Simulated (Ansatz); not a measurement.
Consider the germylene formation by 1,1-elimination: `[OH][GeH]([F])[F]` → `[F][GeH]` + `OF`.

Isolated molecules relaxed with PBE0-D4/def2-TZVP in Ansatz; ΔE leaves out vibrations. CBS: MP2 limit from def2 TZ/QZ plus the TZ coupled-cluster correction, frozen cores. This one scheme is used for every species. Functionals use def2-TZVPP. B3LYP here is the variant with VWN-RPA as its local correlation; programs differ in this. HSE06 is defined as in plane-wave codes. For Ge outer-core shells are correlated without core-valence functions, which leaves a few kJ/mol of doubt a bond. Scalar relativity is left out up to krypton. Each species was taken in one conformer, which may not be the lowest.

```json
{"level": "LDA (SPW92)", "ΔE (kJ/mol)": "655.0", "difference from CCSD(T)/CBS": "-3.9"}
{"level": "PBE-D4", "ΔE (kJ/mol)": "605.4", "difference from CCSD(T)/CBS": "-53.5"}
{"level": "revPBE-D4", "ΔE (kJ/mol)": "593.1", "difference from CCSD(T)/CBS": "-65.8"}
{"level": "BLYP-D4", "ΔE (kJ/mol)": "583.4", "difference from CCSD(T)/CBS": "-75.5"}
{"level": "r2SCAN-D4", "ΔE (kJ/mol)": "656.6", "difference from CCSD(T)/CBS": "-2.3"}
{"level": "PBE0-D4", "ΔE (kJ/mol)": "643.1", "difference from CCSD(T)/CBS": "-15.8"}
{"level": "B3LYP-D4", "ΔE (kJ/mol)": "619.5", "difference from CCSD(T)/CBS": "-39.4"}
{"level": "r2SCANh-D4", "ΔE (kJ/mol)": "665.0", "difference from CCSD(T)/CBS": "6.1"}
{"level": "r2SCAN0-D4", "ΔE (kJ/mol)": "677.6", "difference from CCSD(T)/CBS": "18.7"}
{"level": "HSE06-D4", "ΔE (kJ/mol)": "642.9", "difference from CCSD(T)/CBS": "-16.0"}
{"level": "BHLYP-D4", "ΔE (kJ/mol)": "663.6", "difference from CCSD(T)/CBS": "4.7"}
{"level": "CAM-B3LYP-D4", "ΔE (kJ/mol)": "644.3", "difference from CCSD(T)/CBS": "-14.6"}
{"level": "ωB97X-V", "ΔE (kJ/mol)": "650.6", "difference from CCSD(T)/CBS": "-8.3"}
{"level": "ωB97M-V", "ΔE (kJ/mol)": "637.9", "difference from CCSD(T)/CBS": "-21.0"}
{"level": "B2PLYP", "ΔE (kJ/mol)": "648.3", "difference from CCSD(T)/CBS": "-10.6"}
{"level": "PBE-QIDH", "ΔE (kJ/mol)": "690.0", "difference from CCSD(T)/CBS": "31.1"}
{"level": "PBE", "ΔE (kJ/mol)": "600.5", "difference from CCSD(T)/CBS": "-58.4"}
{"level": "revPBE", "ΔE (kJ/mol)": "579.6", "difference from CCSD(T)/CBS": "-79.3"}
{"level": "BLYP", "ΔE (kJ/mol)": "572.6", "difference from CCSD(T)/CBS": "-86.3"}
{"level": "r2SCAN", "ΔE (kJ/mol)": "655.4", "difference from CCSD(T)/CBS": "-3.5"}
{"level": "PBE0", "ΔE (kJ/mol)": "638.9", "difference from CCSD(T)/CBS": "-20.0"}
{"level": "B3LYP", "ΔE (kJ/mol)": "611.5", "difference from CCSD(T)/CBS": "-47.4"}
{"level": "r2SCAN0", "ΔE (kJ/mol)": "676.2", "difference from CCSD(T)/CBS": "17.3"}
{"level": "HSE06", "ΔE (kJ/mol)": "639.1", "difference from CCSD(T)/CBS": "-19.8"}
{"level": "BHLYP", "ΔE (kJ/mol)": "657.4", "difference from CCSD(T)/CBS": "-1.5"}
{"level": "CAM-B3LYP", "ΔE (kJ/mol)": "640.1", "difference from CCSD(T)/CBS": "-18.8"}
{"level": "LC-ωPBE", "ΔE (kJ/mol)": "663.3", "difference from CCSD(T)/CBS": "4.4"}
{"level": "MP2/def2-SVP", "ΔE (kJ/mol)": "691.0", "difference from CCSD(T)/CBS": "32.1"}
{"level": "CCSD/def2-SVP", "ΔE (kJ/mol)": "647.5", "difference from CCSD(T)/CBS": "-11.4"}
{"level": "CCSD(T)/def2-SVP", "ΔE (kJ/mol)": "642.0", "difference from CCSD(T)/CBS": "-16.9"}
{"level": "HF/def2-TZVPP", "ΔE (kJ/mol)": "684.0", "difference from CCSD(T)/CBS": "25.1"}
{"level": "MP2/def2-TZVPP", "ΔE (kJ/mol)": "706.1", "difference from CCSD(T)/CBS": "47.2"}
{"level": "SCS-MP2/def2-TZVPP", "ΔE (kJ/mol)": "682.2", "difference from CCSD(T)/CBS": "23.3"}
{"level": "CCSD/def2-TZVPP", "ΔE (kJ/mol)": "668.7", "difference from CCSD(T)/CBS": "9.8"}
{"level": "CCSD(T)/def2-TZVPP", "ΔE (kJ/mol)": "664.3", "difference from CCSD(T)/CBS": "5.4"}
{"level": "HF/def2-QZVPP", "ΔE (kJ/mol)": "687.1", "difference from CCSD(T)/CBS": "28.2"}
{"level": "MP2/def2-QZVPP", "ΔE (kJ/mol)": "704.1", "difference from CCSD(T)/CBS": "45.2"}
{"level": "SCS-MP2/def2-QZVPP", "ΔE (kJ/mol)": "682.6", "difference from CCSD(T)/CBS": "23.7"}
{"level": "MP2/CBS(def2)", "ΔE (kJ/mol)": "700.7", "difference from CCSD(T)/CBS": "41.8"}
{"level": "CCSD/CBS(def2)", "ΔE (kJ/mol)": "663.3", "difference from CCSD(T)/CBS": "4.4"}
{"level": "CCSD(T)/CBS", "ΔE (kJ/mol)": "658.9", "difference from CCSD(T)/CBS": "0"}
```

What do rigid-rotor, harmonic-oscillator terms from PBE0-D4/def2-TZVP frequencies (298.15 K, 1 bar) make of the CCSD(T)/CBS value? (An estimate is asked.)

The calculation gave: ΔZPE = -12.6 kJ/mol, ΔH = +650.0 kJ/mol, ΔS = 165 J/(mol·K), ΔG = +600.9 kJ/mol.

Largest T1 diagnostic among the species: 0.014.

From BLYP to BHLYP (50 % exact exchange), in def2-TZVPP and without D4, ΔE moves by +84.8 kJ/mol. At CCSD(T), def2-SVP lies −16.9 kJ/mol from the extrapolated value and def2-TZVPP +5.4 kJ/mol.
